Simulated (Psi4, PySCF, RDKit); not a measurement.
Internal rotation in H2Cl3FSi2, SMILES Cl[Si](Cl)([SiH2]F)Cl, singlet. Scanned: dihedral F1–Si2–Si3–Cl4; all other coordinates were relaxed at GFN2-xTB. GFN2-xTB can order the conformers of Si and Ge chains otherwise than DFT does.

Atom numbering (GFN2-xTB optimised geometry, Å):
```
8

F     -1.9900     0.1107     1.1241
Si    -1.2055    -0.0456    -0.2696
Si     1.0686     0.0331     0.1786
Cl     1.7020    -1.3870     1.4809
Cl     1.6933     1.8214     0.9052
Cl     2.0797    -0.2753    -1.5623
H     -1.6874     1.0721    -1.0705
H     -1.6606    -1.3295    -0.7864
```

RKS-B3LYP/6-31G* = PySCF with restricted B3LYP/6-31G*, spherical d, density fitting // GFN2-xTB; PBE/def2-TZVP // GFN2-xTB (Psi4); RKS-B3LYP/LANL2DZ = restricted B3LYP/LANL2DZ, with its core potentials past Ne // GFN2-xTB (PySCF 2.14.0); UFF // GFN2-xTB (RDKit); HF/cc-pVTZ // GFN2-xTB (Psi4); MP2/cc-pVTZ = DF-MP2 (frozen core)/cc-pVTZ // GFN2-xTB (Psi4).

Energies in kcal/mol, each method relative to its own lowest point.

| φ / ° | RKS-B3LYP/6-31G* | PBE/def2-TZVP | RKS-B3LYP/LANL2DZ | UFF | HF/cc-pVTZ | MP2/cc-pVTZ |
|---|---|---|---|---|---|---|
| 0 | 1.27 | 1.03 | 0.97 | 1.21 | 1.05 | 1.07 |
| 10 | 1.18 | 0.96 | 0.90 | 1.12 | 0.98 | 1.00 |
| 20 | 0.95 | 0.78 | 0.73 | 0.90 | 0.79 | 0.80 |
| 30 | 0.64 | 0.52 | 0.49 | 0.61 | 0.53 | 0.54 |
| 40 | 0.33 | 0.27 | 0.26 | 0.31 | 0.28 | 0.28 |
| 50 | 0.10 | 0.08 | 0.08 | 0.09 | 0.08 | 0.08 |
| 60 | 0.00 | 0.00 | 0.00 | 0.00 | 0.00 | 0.00 |
| 70 | 0.06 | 0.05 | 0.05 | 0.07 | 0.05 | 0.05 |
| 80 | 0.27 | 0.22 | 0.21 | 0.27 | 0.23 | 0.23 |
| 90 | 0.57 | 0.47 | 0.43 | 0.56 | 0.49 | 0.49 |
| 100 | 0.90 | 0.74 | 0.68 | 0.87 | 0.76 | 0.76 |
| 110 | 1.15 | 0.94 | 0.88 | 1.11 | 0.96 | 0.98 |

Root-mean-square difference from the MP2/cc-pVTZ profile, itself a level with limits, after the best constant shift (kcal/mol): RKS-B3LYP/6-31G* 0.07, PBE/def2-TZVP 0.01, RKS-B3LYP/LANL2DZ 0.04, UFF 0.05, HF/cc-pVTZ 0.01.
